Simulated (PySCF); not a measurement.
# Electronic structure of Pd⁺ (palladium, charge +1) at the B3LYP level

Configuration: [Kr] 4d9, 2D determinant. All numbers are calculated (PySCF 2.14, a scalar-relativistic core potential, in def2-TZVP with the def2 core potential (28 electrons) (6s4p3d1f, 40 functions)).

```
Total energy                                                  : -127.6009 hartree
One-electron energy                                           : -220.3715 hartree
Hartree (Coulomb) energy                                      : 105.3546 hartree
Exchange-correlation energy                                   : -12.5841 hartree
⟨S²⟩                                                          : 0.7527
⟨L²⟩                                                          : 6.028
Sum of ⟨r⟩                                                    : 21.53 bohr
Sum of ⟨r²⟩                                                   : 33.14 bohr²
Traceless quadrupole moment −½Σ⟨3z² − r²⟩ along its main axis : -0.593 e·bohr²
Time after the integrals                                      : 0.41 s of wall time on 1 thread of Neoverse-V2 (shared host)
```

| shell | electrons | mean orbital energy (eV) | spread (eV) | rms radius, mean of both spins (bohr) |
| --- | --- | --- | --- | --- |
| 4s α | 1 | -103.24 | 0 | 1.01 |
| 4s β | 1 | -102.21 | 0 | 1.01 |
| 4p α | 3 | -67.400 | 1.506 | 1.12 |
| 4p β | 3 | -66.281 | 0.302 | 1.12 |
| 4d α | 5 | -16.422 | 1.622 | 1.62 |
| 4d β | 4 | -15.689 | 1.005 | 1.62 |

Energies and moments cover only the electrons outside the core potential.
